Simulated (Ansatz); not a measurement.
Ansatz results at the PBE0-D4/def2-TZVP geometry: HOMO energy (PBE/def2-TZVPP) -5.68 eV; LUMO energy (ωB97M-V/def2-TZVPP) 0.76 eV; LUMO energy (B3LYP/def2-TZVPP) -1.14 eV.

Each molecule was computed in one conformer, which needn't be the lowest.

(1) Which molecule gave them?
A. `[Br][Hf]([Br])([Br])[Br]`
B. `C[Se][Hf]([OH])([F])[F]`
C. `C[N](C)[Hf]([F])([F])[F]`
D. `O=C=[N][Hf]([F])([F])[F]`

Answers

(1) B. The others give `O=C=[N][Hf]([F])([F])[F]`: -7.95, 0.36, -1.52; `[Br][Hf]([Br])([Br])[Br]`: -7.65, -0.37, -2.54; `C[N](C)[Hf]([F])([F])[F]`: -5.70, 0.77, -0.71.

B3LYP here is the variant with VWN-RPA as its local correlation; programs differ in this.
